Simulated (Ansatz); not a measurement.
The cluster Hf₄. The state is a singlet with charge 0. Geometry relaxed at PBE-D4/def2-SVP.

Cartesian coordinates in Å:
```
Hf 1.418 -0.795 0.519
Hf 0.420 1.307 -1.014
Hf -0.854 0.584 1.357
Hf -0.984 -1.096 -0.863
```

In the def2 sets Hf takes a core potential; there is no spin–orbit coupling. The restricted singlet is unstable towards broken spin symmetry at other levels; at PBE-D4/def2-SVP this wasn't settled. The relaxation made no stability test and no search for a lower SCF solution. The geometry of the singlet was relaxed on an unsound state (restricted singlet, unstable towards broken spin symmetry at other levels and untested here). At PBE0-D4/def2-TZVP a quintet of charge 0 lies 0.33 eV below the restricted singlet, each at its own geometry. That quintet is doubtful there (⟨S²⟩ 6.40, where a pure state has 6.00). The structure comes from a short search, and lower isomers may exist.

Q: Estimate the harmonic wavenumbers at RKS PBE-D4/def2-SVP (Ansatz, unscaled). Is this a minimum?

A: 97, 97, 127, 127, 127, 196 cm⁻¹. Yes, no mode is imaginary beyond noise. Zero-point energy 4.6 kJ/mol. Run time 47 s (4 threads of Arm Neoverse V1 on a shared host).
